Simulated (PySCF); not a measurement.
# From a computed spectrum to the compound

A species of 7 atoms with charge 3 has these harmonic modes (PBE, small Gaussian bases with core potentials, PySCF 2.14.0):

```json
{"cm⁻¹": "23", "km/mol": "41.8", "symmetry": "b"}
{"cm⁻¹": "35", "km/mol": "0.0", "symmetry": "a"}
{"cm⁻¹": "94", "km/mol": "29.4", "symmetry": "a"}
{"cm⁻¹": "207", "km/mol": "3.5", "symmetry": "a"}
{"cm⁻¹": "209", "km/mol": "15.3", "symmetry": "b"}
{"cm⁻¹": "410", "km/mol": "73.9", "symmetry": "b"}
{"cm⁻¹": "412", "km/mol": "85.3", "symmetry": "a"}
{"cm⁻¹": "512", "km/mol": "0.7", "symmetry": "b"}
{"cm⁻¹": "518", "km/mol": "0.1", "symmetry": "a"}
{"cm⁻¹": "1080", "km/mol": "2.4", "symmetry": "a"}
{"cm⁻¹": "1082", "km/mol": "24.3", "symmetry": "b"}
{"cm⁻¹": "2447", "km/mol": "676.0", "symmetry": "b"}
{"cm⁻¹": "2454", "km/mol": "0.0", "symmetry": "a"}
{"cm⁻¹": "2475", "km/mol": "232.7", "symmetry": "b"}
{"cm⁻¹": "2475", "km/mol": "127.6", "symmetry": "a"}
```

(1) Which species is it, and in which structure?

Answers

(1) [Tb(H2S)2]3+ (singlet in the valence; each metal's 4f electrons, 8 of them, lie in its core potential, out of spins and levels):
```xyz
7

Tb   -0.5390    0.0000    0.0000
S     1.2686    0.1480    2.1474
H     1.7282    1.4517    2.2321
H     0.5261    0.1592    3.3181
S     1.2686   -0.1480   -2.1474
H     1.7282   -1.4517   -2.2321
H     0.5261   -0.1592   -3.3181
```
Ideal gas at 298.15 K and 1 bar: S = 401.7 J/(mol K), Cp = 98.1 J/(mol K), H − H(0 K) = 22.2 kJ/mol (rigid rotor, harmonic modes, spin degeneracy alone, that of the 4f electrons in the core included; the modes under 60 cm⁻¹ make these uncertain). An lcecp potential fixes the number of 4f electrons, so in runs with it no electron can move into or out of that shell.
 The answer isn't unique; the calculation gave this one.
